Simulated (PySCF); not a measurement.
# EPR parameters of [C6H8FNS]-

Compound: C6H8FNS (charge -1 and doublet state).
SMILES with atom numbers: `[F:1]/[C:2](=[C:3]/[S-:4])[CH2:5][NH:6][CH:7]1[CH2:8][CH2:9]1` (hydrogens: H10, H11 on C5; H12 on N6; H13 on C7; H14, H15 on C8; H16, H17 on C9)

Cartesian coordinates in Å at the GFN2-xTB level; atoms count from 1:
```xyz
17
C6H8FNS angstrom
F      2.3917   -2.1565   -0.3338
C      2.1088   -0.7536   -0.3437
C      2.4677   -0.0570   -1.3926
S      2.3810    1.5113   -1.8920
C      1.3416   -0.3946    0.9025
N     -0.0822   -0.7637    0.8655
C     -0.8165    0.0372   -0.0704
C     -2.3097    0.0502    0.0430
C     -1.5146    1.2489    0.4702
H      1.7772   -0.9094    1.7682
H      1.4002    0.6854    1.0543
H     -0.1391   -1.7433    0.5881
H     -0.3888    0.1260   -1.0696
H     -2.7534   -0.5560    0.8191
H     -2.8982    0.1124   -0.8610
H     -1.5450    2.1394   -0.1391
H     -1.4276    1.4351    1.5296
```

The hyperfine couplings belong to this conformer and change with its torsions.

Method: UKS B3LYP, pcH-1 on C F H N S, non-relativistic, mean-field spin-orbit, GIAO in PySCF. Whether the extra electron is bound in the gas phase wasn't checked; a finite basis holds it in any case. A GFN2-xTB geometry isn't a minimum of the functional, and hyperfine couplings can be far from their values at a DFT geometry, by a factor of two or more for some ions and for spin on atoms past the first row. The SCF solution wasn't tested for stability.

| Quantity | Value |
| --- | --- |
| g1, g2, g3 | 2.00158, 2.00838, 2.01252 |
| g_iso | 2.00749 |
| Form of g | rhombic: the two nearest values differ by 38 % of g3 − g1 |
| ⟨S²⟩ | 0.7562 (exact 0.7500) |
| α and β electrons | 39, 38 |

Isotropic coupling and dipolar principal values T1 to T3, in MHz:

```csv
atom,isotope,a_iso,of which spin–orbit,T1,T2,T3,Mulliken spin population
F1,19F,168.5,0.0,-55.6,-29.3,84.9,0.01
C2,13C,-5.9,-0.1,-17.6,-4.3,21.9,-0.04
C3,13C,214.2,0.2,-53.6,-43.9,97.5,0.59
S4,33S,12.6,0.3,-37.7,-32.1,69.9,0.39
C5,13C,20.3,0.0,-3.6,-3.0,6.6,0.03
N6,14N,-1.0,0.0,-0.4,-0.2,0.5,0.00
C7,13C,0.7,0.0,-0.4,-0.2,0.6,0.00
C8,13C,-0.2,0.0,-0.1,-0.1,0.2,0.00
C9,13C,1.9,0.0,-0.2,-0.2,0.4,0.00
H10,1H,6.3,0.0,-2.4,-0.8,3.2,0.00
H11,1H,-1.7,0.0,-3.5,-0.5,4.0,0.00
H12,1H,0.9,0.0,-1.1,-0.9,2.1,0.00
H13,1H,0.7,0.0,-2.1,-1.5,3.6,0.00
H14,1H,0.0,0.0,-0.4,-0.3,0.7,0.00
H15,1H,-0.1,0.0,-0.4,-0.4,0.8,0.00
H16,1H,-0.1,0.0,-0.8,-0.6,1.5,0.00
H17,1H,-0.1,0.0,-0.6,-0.5,1.1,0.00
```

The Mulliken spin populations are largest on C3 (+0.59) and S4 (+0.39).

C3, the radical centre as drawn in `F/C(=[C]/[S-])CNC1CC1`, holds a spin population of +0.59 out of 1.

Axes: g3 points within 6° of the C3–S4 bond.

Under fast tumbling the dipolar parts average out, and these isotropic splittings remain: 1 × 19F (F1, I = 1/2, 2 lines) with 6.00 mT, 2 × 1H (H10/H11, I = 1/2, 3 lines) with 0.08 mT, 1 × 14N (N6, I = 1, 3 lines) with 0.04 mT and 1 × 1H (H12, I = 1/2, 2 lines) with 0.03 mT.

Class means assume fast exchange of nuclei equivalent by connectivity; if that motion is slow, each nucleus keeps its own coupling. The 1H value of +2.3 MHz is a mean of couplings from -1.7 to 6.3 MHz in this one geometry, not an average over conformers.

The 13C coupling of C3 (214.2 MHz) shows only in satellite lines or after enrichment, since that isotope makes up about 1.07 % of natural carbon.

The 33S coupling of S4 (12.6 MHz) shows only in satellite lines or after enrichment, since that isotope makes up about 0.76 % of natural sulfur.

β density exceeds α density at some nuclei, such as C2 (-0.0052) and N6 (-0.0032), spin density in bohr⁻³. In a single determinant that takes different orbitals for the two spins, that is spin polarisation.

Hardware: an Arm Neoverse V2 with one thread, no GPU, shared host with 96 logical CPUs at a one-minute load of 79. Cost: 2.7 min wall (grids of density and orbitals included), 1.1 GiB resident at most.
